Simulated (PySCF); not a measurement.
# Telling isomers of C5H11N3OSi apart by NMR

How the numbers were obtained: NMR shieldings at PBE0/pcSseg-1/GIAO, geometry from GFN2-xTB, in PySCF (in vacuum, one computed conformer, relativity neglected, fast rotation and ring inversion assumed for equivalent nuclei).

Scale: 1H, 13C against TMS (reference shieldings calculated alike). Where no couplings were computed, multiplicities follow the n + 1 count of equivalent neighbours, and m marks all less simple cases (inequivalent or close neighbours, rings, F or P nearby). Shifts are as computed. Against solution values, carbons near 30 ppm lie about +3 ppm off and those near 130 ppm about +5 ppm. Of 1211 compounds with measured shifts, 218 miss one by over three times the rms of a fit or turn the order of signals round; such compounds aren't used in these exercises.

(1) Tabulate the signals of `COc1cn([SiH](C)C)nn1`, `COc1cnn([SiH](C)C)n1` and their relative energies.

(2) What is the quickest way to tell COc1cn([SiH](C)C)nn1 from COc1cnn([SiH](C)C)n1?

## Answers

(1) 
```json
{"SMILES": "COc1cn([SiH](C)C)nn1", "carbon types": "1×C 1×CH 3×CH3", "δC": "168.5, 115.4, 58.1, -0.5", "δH": "7.09 (s, 1H), 5.40 (sept, 1H), 4.31 (s, 3H), 0.57 (d, 6H)", "E rel. (kcal/mol)": "5.1"}
{"SMILES": "COc1cnn([SiH](C)C)n1", "carbon types": "1×C 1×CH 3×CH3", "δC": "171.5, 127.7, 57.9, -1.4", "δH": "7.37 (s, 1H), 5.51 (sept, 1H), 4.13 (s, 3H), 0.49 (d, 6H)", "E rel. (kcal/mol)": "0.0"}
```

Energies are electronic energies at PBE0/pcSseg-1 on these geometries, without zero-point or thermal terms, each for the one conformer computed, which needn't be the lowest.

(2) Both give the same number of carbon signals, with the same numbers of each carbon type, so the positions decide. The first has an aromatic CH next to a ring nitrogen at 115.4 ppm, the second an aromatic CH next to a ring nitrogen at 127.7 ppm. Their most deshielded carbons lie at 168.5 and 171.5 ppm.
